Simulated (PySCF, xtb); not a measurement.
AlI3, SMILES [I][Al]([I])[I].

Harmonic wavenumbers (cm⁻¹) from GFN2-xTB in xtb at its own minimum, in rising order: 58, 58, 152, 186, 512, 512.

Problem. What does B3LYP-D3(BJ)/def2-SVP (PySCF) give at its own minimum? (An estimate is asked for; the answer gives what the named calculation found.)

Solution. 65, 65, 142, 160, 429, 429. Paired by order, the mean absolute difference is 36 cm⁻¹ and the zero-point energies are 2.1 and 1.8 kcal/mol.
